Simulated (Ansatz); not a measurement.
Dissociation curve of NLi, lowest triplet found (which spin is the ground state isn't settled by this scan).

- FCI = full CI/aug-cc-pVDZ, frozen core run with Ansatz (an electronic-structure program)
- UKS-PBE0 = unrestricted PBE0/aug-cc-pVDZ (Ansatz)
- UKS-B3LYP = unrestricted B3LYP/aug-cc-pVDZ (Ansatz)

Minimum and curvature come from a quartic fit to the scan points round the minimum, the wavenumber from the most abundant isotopes. The energy at the longest distance isn't given for restricted levels, nor where a curve turns over.

| method | R at the minimum / Å | force constant / mdyn Å⁻¹ | E(6.74 Å) − E(min) / kcal/mol | harmonic wavenumber / cm⁻¹ |
|---|---|---|---|---|
| FCI | 1.930 | 1.04 | 29.5 | 614 |
| UKS-PBE0 | 1.880 | 1.24 | 37.6 | 671 |
| UKS-B3LYP | 1.882 | 1.22 | 42.6 | 664 |

The scan ran from 1.44 to 6.74 Å; beyond the distances shown full CI changes its symmetry label. The unrestricted determinant behind UKS-PBE0, UKS-B3LYP is spin-contaminated at 2.36 to 6.74 Å (<S²> up to 3.0, against 2.00 for a pure triplet).
